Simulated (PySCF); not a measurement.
Compound: C2H7NOSi.
SMILES with atom numbers: `[CH3:1]/[CH:2]=[N:3]\[SiH2:4][OH:5]` (hydrogens: H6, H7, H8 on C1; H9 on C2; H10, H11 on Si4; H12 on O5)

The same species was optimised twice, with GFN2-xTB and with PBE0-D3(BJ)/def2-SVP (PySCF), and the same property calculations (PySCF, gas phase) were run on both structures.

```tsv
coordinate	GFN2-xTB	PBE0-D3(BJ)/def2-SVP	change
Si4–O5 (Å)	1.625	1.661	+0.036
Si4–H10 (Å)	1.459	1.494	+0.035
Si4–H11 (Å)	1.464	1.494	+0.030
C2–H9 (Å)	1.094	1.111	+0.017
C2=N3 (Å)	1.248	1.262	+0.014
C1–H8 (Å)	1.089	1.103	+0.014
C1–H6 (Å)	1.089	1.102	+0.013
C1–H7 (Å)	1.086	1.099	+0.013
N3–Si4 (Å)	1.725	1.738	+0.013
O5–H12 (Å)	0.953	0.963	+0.010
C1–C2 (Å)	1.493	1.498	+0.005
Si4–O5–H12 (°)	119.5	114.2	-5.3
N3–Si4–H10 (°)	120.9	117.1	-3.8
O5–Si4–H10 (°)	101.0	104.6	+3.6
H10–Si4–H11 (°)	113.1	109.7	-3.4
N3–Si4–H11 (°)	103.0	105.3	+2.3
C2–C1–H7 (°)	110.8	112.3	+1.5
H6–C1–H8 (°)	107.6	106.3	-1.3
C2–N3–Si4 (°)	136.3	135.2	-1.1
C2–N3–Si4–O5 (°)	-137	-137	0
```

Rotational constants: A = 11183, B = 2010, C = 1874 MHz (GFN2-xTB) against A = 11048, B = 1971, C = 1831 MHz (PBE0-D3(BJ)/def2-SVP). Point groups within 0.08 Å: C1 and C1.

On the GFN2-xTB structure: lowest singlet, TDDFT (eV) 4.33 [CAM-B3LYP/def2-SVPD]; lowest triplet, Tamm–Dancoff (eV) 3.78 [CAM-B3LYP/def2-SVPD]; isotropic polarisability (au) 62.4 [CAM-B3LYP/def2-SVPD]; HOMO (eV) -8.39 [CAM-B3LYP/def2-SVPD]; LUMO (eV) 0.51 [CAM-B3LYP/def2-SVPD]; dipole (D) 2.51 [CAM-B3LYP/def2-SVPD]; HOMO (eV) -6.96 [PBE0/pcSseg-1]; LUMO (eV) -0.55 [PBE0/pcSseg-1]; dipole (D) 2.48 [PBE0/pcSseg-1]; GIAO shielding of C1 (ppm) 154.6 [PBE0/pcSseg-1]; GIAO shielding of C2 (ppm) 10.5 [PBE0/pcSseg-1]; GIAO shielding of N3 (ppm) -120.6 [PBE0/pcSseg-1]; GIAO shielding of Si4 (ppm) 393.7 [PBE0/pcSseg-1]; GIAO shielding of O5 (ppm) 306.5 [PBE0/pcSseg-1].

Task: What do these properties become on the PBE0-D3(BJ)/def2-SVP structure?

Result: 
```json
{"property": "lowest singlet, TDDFT (eV)", "level": "CAM-B3LYP/def2-SVPD", "on GFN2-xTB": "4.33", "on PBE0-D3(BJ)/def2-SVP": "4.22", "change": "-0.11"}
{"property": "lowest triplet, Tamm–Dancoff (eV)", "level": "CAM-B3LYP/def2-SVPD", "on GFN2-xTB": "3.78", "on PBE0-D3(BJ)/def2-SVP": "3.68", "change": "-0.10"}
{"property": "isotropic polarisability (au)", "level": "CAM-B3LYP/def2-SVPD", "on GFN2-xTB": "62.4", "on PBE0-D3(BJ)/def2-SVP": "64.0", "change": "+1.6"}
{"property": "HOMO (eV)", "level": "CAM-B3LYP/def2-SVPD", "on GFN2-xTB": "-8.39", "on PBE0-D3(BJ)/def2-SVP": "-8.43", "change": "-0.04"}
{"property": "LUMO (eV)", "level": "CAM-B3LYP/def2-SVPD", "on GFN2-xTB": "0.51", "on PBE0-D3(BJ)/def2-SVP": "0.37", "change": "-0.14"}
{"property": "dipole (D)", "level": "CAM-B3LYP/def2-SVPD", "on GFN2-xTB": "2.51", "on PBE0-D3(BJ)/def2-SVP": "2.60", "change": "+0.09"}
{"property": "energy, GFN2-xTB geometry as zero (kcal/mol)", "level": "CAM-B3LYP/def2-SVPD", "on GFN2-xTB": "0.0", "on PBE0-D3(BJ)/def2-SVP": "-2.0", "change": "-2.0"}
{"property": "HOMO (eV)", "level": "PBE0/pcSseg-1", "on GFN2-xTB": "-6.96", "on PBE0-D3(BJ)/def2-SVP": "-7.00", "change": "-0.04"}
{"property": "LUMO (eV)", "level": "PBE0/pcSseg-1", "on GFN2-xTB": "-0.55", "on PBE0-D3(BJ)/def2-SVP": "-0.72", "change": "-0.17"}
{"property": "dipole (D)", "level": "PBE0/pcSseg-1", "on GFN2-xTB": "2.48", "on PBE0-D3(BJ)/def2-SVP": "2.55", "change": "+0.07"}
{"property": "energy, GFN2-xTB geometry as zero (kcal/mol)", "level": "PBE0/pcSseg-1", "on GFN2-xTB": "0.0", "on PBE0-D3(BJ)/def2-SVP": "-1.7", "change": "-1.7"}
{"property": "GIAO shielding of C1 (ppm)", "level": "PBE0/pcSseg-1", "on GFN2-xTB": "154.6", "on PBE0-D3(BJ)/def2-SVP": "153.8", "change": "-0.8"}
{"property": "GIAO shielding of C2 (ppm)", "level": "PBE0/pcSseg-1", "on GFN2-xTB": "10.5", "on PBE0-D3(BJ)/def2-SVP": "5.6", "change": "-4.9"}
{"property": "GIAO shielding of N3 (ppm)", "level": "PBE0/pcSseg-1", "on GFN2-xTB": "-120.6", "on PBE0-D3(BJ)/def2-SVP": "-126.6", "change": "-6.0"}
{"property": "GIAO shielding of Si4 (ppm)", "level": "PBE0/pcSseg-1", "on GFN2-xTB": "393.7", "on PBE0-D3(BJ)/def2-SVP": "392.2", "change": "-1.5"}
{"property": "GIAO shielding of O5 (ppm)", "level": "PBE0/pcSseg-1", "on GFN2-xTB": "306.5", "on PBE0-D3(BJ)/def2-SVP": "301.7", "change": "-4.8"}
```

The heavy atoms differ by 0.029 Å rms after alignment. Among all bonds Si4–O5 and Si4–H10 change most and about equally (+0.035 to +0.036 Å). Changes are differences of the printed values. Neither structure is proved a minimum here.

Shape of the structure used: `[CH3:1]/[CH:2]=[N:3]\[SiH2:4][OH:5]`: C2–N3–Si4–O5 -137°, H–O5–Si4–N3 -40°.
